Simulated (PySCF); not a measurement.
Species: [SeCl6]2- (charge -2).
Cartesian coordinates in Å at the PBE0-D3(BJ)/def2-SVP level; atoms count from 1:
```xyz
7
SeCl6 angstrom
Se     0.013   -0.013   -0.010
Cl    -0.004   -0.028    2.437
Cl     0.021   -0.004   -2.458
Cl     2.461    0.003    0.003
Cl    -2.432   -0.038   -0.031
Cl    -0.007    2.436    0.006
Cl     0.039   -2.457   -0.016
```

The calculation used PySCF, PBE0-D3(BJ)/def2-SVP geometry optimisation, gas phase.

Q: Which atoms are bound to Se1, and at what distances?

A: 6 atoms: Cl7 2.444 Å, Cl5 2.445 Å, Cl2 2.447 Å, Cl4 2.448 Å, Cl3 2.448 Å, Cl6 2.449 Å.

Q: List the angles at Se1.

A: 
```tsv
angle	degrees	distance of the outer atoms (Å)
Cl2–Se1–Cl3	179.8	4.90
Cl6–Se1–Cl7	179.7	4.89
Cl4–Se1–Cl5	179.7	4.89
Cl3–Se1–Cl6	90.2	3.47
Cl2–Se1–Cl4	90.1	3.46
Cl4–Se1–Cl6	90.1	3.47
Cl3–Se1–Cl4	90.1	3.47
Cl5–Se1–Cl6	90.1	3.46
Cl2–Se1–Cl5	90.1	3.46
Cl3–Se1–Cl7	90.1	3.46
Cl5–Se1–Cl7	90.0	3.46
Cl2–Se1–Cl6	90.0	3.46
Cl2–Se1–Cl7	89.8	3.45
Cl4–Se1–Cl7	89.8	3.45
Cl3–Se1–Cl5	89.7	3.45
```

Q: What is the shape at Se1?

A: Octahedral: the three widest angles are 179.8°, 179.7° and 179.7°, the others run from 89.7° to 90.2°. Differences among atoms that Oh makes equivalent are scatter left by the optimiser.

Q: What are the rotational constants (commonest isotopes, rigid rotor)?

A: A = 604.1, B = 603.3, C = 602.8 MHz: a spherical top.

Point group: Oh (tolerance 0.08 Å). Charge -2, singlet. Whether so highly charged an anion holds all its electrons in the gas phase wasn't checked; a finite basis holds them in any case. The ion is multiply charged and computed without counter-ions or solvent. The geometry's basis has no diffuse functions, a weakness for an anion. No frequency check.

On one thread of an Arm Neoverse V1, no GPU, on a shared host, this took 79 s and 0.66 GiB of memory at its peak. These figures are those of the optimisation.
